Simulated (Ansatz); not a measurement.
Basis-set extrapolation for `[AlH2][SiH]1CN1[SiH3]` (PBE0-D4/def2-TZVP geometry, frozen core, Ansatz 0.2.0). Multiplicity 1, RHF reference.

```tsv
	def2-TZVPP	def2-QZVPP
HF	-916.787446	-916.817294
MP2 correlation	-0.711539	-0.760639
CCSD(T) correlation	-0.803229	not run
```

Energies in hartree. Use E(X) = E(∞) + A·exp(−7.88·√X) for Hartree–Fock and E(X) = E(∞) + B·X^(−2.97) for correlation, with X = 3 and 4, and add CCSD(T) minus MP2 of the smaller set to the MP2 limit.

**Question.** What is the CCSD(T) energy at the basis-set limit?

**Answer.** HF limit: -916.817294 + (-0.029848) × 0.13774 = -916.82141. MP2 limit: -0.760639 + (-0.049100) × 0.74074 = -0.79701. Higher-order term: -0.803229 − (-0.711539) = -0.09169. Total: -917.71011 hartree, 74.9 kcal/mol below CCSD(T)/def2-TZVPP.
